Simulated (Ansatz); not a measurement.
Basis sets compared for the cluster Al₅As₅ (the lowest singlet isomer of a short search). The state is a singlet with charge 0. Geometry PBE-D4/def2-SVP. Ansatz on 4 threads of Arm Neoverse V1 on a shared host; times are rough, and most runs start from earlier orbitals.

Cartesian coordinates in Å:
```
Al -0.8185 -1.6999 0.2524
Al -1.6581 0.9355 -0.0318
Al 1.1969 -1.4232 -1.7027
Al 0.2968 0.3156 2.0472
Al 0.2683 1.4867 -2.0138
As -1.3212 -0.6321 -1.9522
As 1.6197 -1.5701 1.0045
As 0.3642 2.3732 0.5789
As -2.0330 -0.4336 1.9658
As 2.0849 0.6478 -0.1483
```

The restricted singlet is unstable towards broken spin symmetry in Hartree–Fock (as tested in another run); at PBE-D4/def2-SVP, PBE-D4/def2-TZVP, PBE0-D4/def2-SVP, PBE0-D4/def2-TZVP this wasn't settled. The structure comes from a short search, and lower isomers may exist.

Binding counts from free atoms (Al doublet, As quartet) in the same basis, without a counterpoise term.

```tsv
level	functions	energy (Eh)	HOMO (eV)	LUMO (eV)	binding per atom (eV)	wall time
PBE-D4/def2-SVP	250	-12387.8022	-5.14	-3.83	3.05	11 s
PBE0-D4/def2-SVP	250	-12388.2073	-5.80	-3.41	2.89	23 s
```

Q: Estimate the rows for PBE-D4/def2-TZVP, PBE0-D4/def2-TZVP.

A: 
```
            level  functions  energy (Eh)  HOMO (eV)  LUMO (eV)  binding per atom (eV)  wall time
 PBE-D4/def2-TZVP        425  -12389.6129      -5.07      -3.76                   3.06       22 s
PBE0-D4/def2-TZVP        425  -12390.0127      -5.71      -3.30                   2.92       66 s
```
